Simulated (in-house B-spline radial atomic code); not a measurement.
Orbital energies and mean radii along the 61-electron series, configuration [Xe] 4f7. The effective charge is n√(-2ε), a non-relativistic measure. Computed with a B-spline radial code for spherical atoms: Dirac-Hartree-Fock, average of the configuration, finite nuclei.

| ion | Z | energy of 5p1/2 (Eh) | mean radius of 5p1/2 (bohr) | energy of 4f5/2 (Eh) | mean radius of 4f5/2 (bohr) | energy of 4d3/2 (Eh) | mean radius of 4d3/2 (bohr) | energy of 4d5/2 (Eh) | mean radius of 4d5/2 (bohr) | effective charge of 5p1/2 |
| --- | --- | --- | --- | --- | --- | --- | --- | --- | --- | --- |
| Eu2+ | 63 | -1.6802 | 1.5729 | -0.93039 | 0.90702 | -6.309 | 0.65046 | -6.1074 | 0.66088 | 9.1657 |
| Gd3+ | 64 | -2.2586 | 1.4858 | -1.6494 | 0.82144 | -7.279 | 0.63175 | -7.0582 | 0.64207 | 10.627 |
| Tb4+ | 65 | -2.9026 | 1.4069 | -2.4688 | 0.75975 | -8.3574 | 0.61354 | -8.1154 | 0.62373 | 12.047 |
